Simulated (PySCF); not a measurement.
Computed with ωB97X-D3(BJ)/def2-TZVP // PBE0-D3(BJ)/def2-TZVP (PySCF). Gas-phase values, no solvent. One relaxed conformer stands for a flexible species; it need not be the lowest. Delta-SCF ions had no search for a lower state. 

Reference species (SMILES): `C=[SiH2]` (neutral, multiplicity 1).

The vertical ionisation energy (Delta-SCF) is 8.79 eV and the HOMO comes out as -8.87 eV.

Changed species: `C(C)(=O)[SiH]=C` (C–Si–C–O torsion 0°) (X = acetyl; the reference has X = H).

Question: Give the shifts of the vertical ionisation energy (Delta-SCF) and HOMO.

Answer: the vertical ionisation energy (Delta-SCF) drops by 0.13 eV, to 8.66 eV; the HOMO falls by 0.05 eV, to -8.92 eV.
